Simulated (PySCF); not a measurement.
## UHF on Bi (bismuth, neutral)

Configuration: [Xe] 4f14 5d10 6s2 6p3, high-spin 4S determinant. Calculation: PySCF 2.14, in x2c-TZVPPall with one added diffuse shell each of s, p, d, f type (12s8p7d4f, 99 functions); scalar relativity by spin-free X2C-1e.

- Total energy: -21529.184213 hartree
- One-electron energy: -29439.8709 hartree
- Hartree (Coulomb) energy: 8308.4409 hartree
- Exchange energy: -397.7542 hartree
- ⟨S²⟩: 3.7565
- ⟨L²⟩: 0.000
- Sum of ⟨r⟩: 50.15 bohr
- Sum of ⟨r²⟩: 74.80 bohr²
- Langevin diamagnetic susceptibility: -59.2 ×10⁻⁶ cm³/mol

```
shell  electrons  mean orbital energy (eV)  rms radius, mean of both spins (bohr)
 1s α          1                  -91034.0                                 0.0178
 1s β          1                  -91034.0                                 0.0178
 2s α          1                  -16513.3                                 0.0718
 2s β          1                  -16513.3                                 0.0718
 2p α          3                  -14199.7                                 0.0664
 2p β          3                  -14199.6                                 0.0664
 3s α          1                   -4059.2                                  0.183
 3s β          1                   -4059.1                                  0.183
 3p α          3                   -3385.2                                  0.186
 3p β          3                   -3385.1                                  0.186
 3d α          5                   -2670.3                                  0.170
 3d β          5                   -2670.3                                  0.170
 4s α          1                   -971.50                                  0.401
 4s β          1                   -971.39                                  0.401
 4p α          3                   -745.99                                  0.427
 4p β          3                   -745.85                                  0.427
 4d α          5                   -475.30                                  0.452
 4d β          5                   -475.25                                  0.452
 5s α          1                   -181.77                                  0.890
 5s β          1                   -181.47                                  0.890
 4f α          7                   -179.06                                  0.480
 4f β          7                   -179.01                                  0.480
 5p α          3                   -115.60                                   1.01
 5p β          3                   -115.34                                   1.01
 5d α          5                   -35.844                                   1.32
 5d β          5                   -35.467                                   1.32
 6s α          1                   -21.241                                   2.39
 6s β          1                   -15.732                                   2.39
 6p α          3                    -8.713                                   3.21
```

Spin-orbit coupling, which splits the p, d and f shells strongly at this Z, is absent. Spin-orbit coupling is strong in this species (close to jj coupling), so the high-spin LS determinant is a model state, not a physical level.

Densities and radii are taken from the X2C orbitals without a picture-change correction, which distorts them close to the nucleus.

Spin-orbit constants ζ (cm⁻¹) from the X2C one-electron operator on these orbitals: bare nucleus, nucleus screened by l(l+1)(2l+1)/3 electrons, and screened by the Breit-Pauli mean field of the electrons.

| shell | bare | screened nucleus | mean field |
| --- | --- | --- | --- |
| 2p | 11390000 | 11120000 | n/a |
| 3p | 2586000 | 2524000 | n/a |
| 3d | 396600 | 348800 | n/a |
| 4p | 628700 | 613600 | n/a |
| 4d | 88210 | 77580 | n/a |
| 4f | 18700 | 12390 | n/a |
| 5p | 113400 | 110700 | n/a |
| 5d | 10510 | 9241 | n/a |
| 6p | 8842 | 8629 | n/a |
